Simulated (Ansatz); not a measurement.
One change: `CCBCN` becomes `NBCN`.

Ansatz, PBE0-D4/def2-TZVP geometries, multiplicity 1. Each molecule was computed in one conformer, which needn't be the lowest.

```tsv
property	`CCBCN`
HOMO–LUMO gap (B3LYP/def2-TZVPP) / eV	5.58
LUMO energy (PBE/def2-TZVPP) / eV	-1.65
HOMO energy (B3LYP/def2-TZVPP) / eV	-6.46
LUMO energy (B3LYP/def2-TZVPP) / eV	-0.88
HOMO–LUMO gap (PBE/def2-TZVPP) / eV	3.56
HOMO energy (PBE0/def2-TZVPP) / eV	-6.69
```

(1) Give the same properties after the change, and the shifts. (Best estimate.)

Results:

(1) Computed: 
| property | `NBCN` | shift |
| --- | --- | --- |
| HOMO–LUMO gap (B3LYP/def2-TZVPP) / eV | 6.49 | 0.91 |
| LUMO energy (PBE/def2-TZVPP) / eV | -0.49 | 1.16 |
| HOMO energy (B3LYP/def2-TZVPP) / eV | -6.28 | 0.18 |
| LUMO energy (B3LYP/def2-TZVPP) / eV | 0.21 | 1.09 |
| HOMO–LUMO gap (PBE/def2-TZVPP) / eV | 4.51 | 0.95 |
| HOMO energy (PBE0/def2-TZVPP) / eV | -6.51 | 0.18 |

With PBE0 the HOMO rises by 0.18 eV and the LUMO rises by 1.11 eV, so the gap widens by about 0.93 eV. PBE moves the HOMO by 0.21 eV and ωB97M-V by 0.18 eV.

B3LYP here is the variant with VWN-RPA as its local correlation; programs differ in this.
